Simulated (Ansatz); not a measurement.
InH2Cl. Charge 0, multiplicity 1. Geometry PBE0-D4/def2-TZVP, basis def2-TZVP, Ansatz.

| run | HOMO (eV) | LUMO (eV) |
| --- | --- | --- |
| A | -7.22 | -2.41 |
| B | -9.56 | -1.18 |
| C | -8.21 | -1.97 |
| D | -9.40 | -1.35 |
| E | -11.29 | 0.42 |
| F | -8.42 | -1.80 |

In the def2 sets In takes a core potential; there is no spin–orbit coupling.

The runs used BHLYP, CAM-B3LYP, HF, PBE0, r2SCAN, r2SCAN0. Estimate which is which.

A r2SCAN (0 % exact exchange); B CAM-B3LYP (range-separated); C PBE0 (25 % exact exchange); D BHLYP (50 % exact exchange); E HF (100 % exact exchange); F r2SCAN0 (25 % exact exchange). Exact exchange lowers occupied and raises empty levels; among semilocal functionals meta-GGAs tend to open the gap a little, and such runs are hard to tell apart. The gap grows from 4.81 eV (r2SCAN) to 11.71 eV (HF).
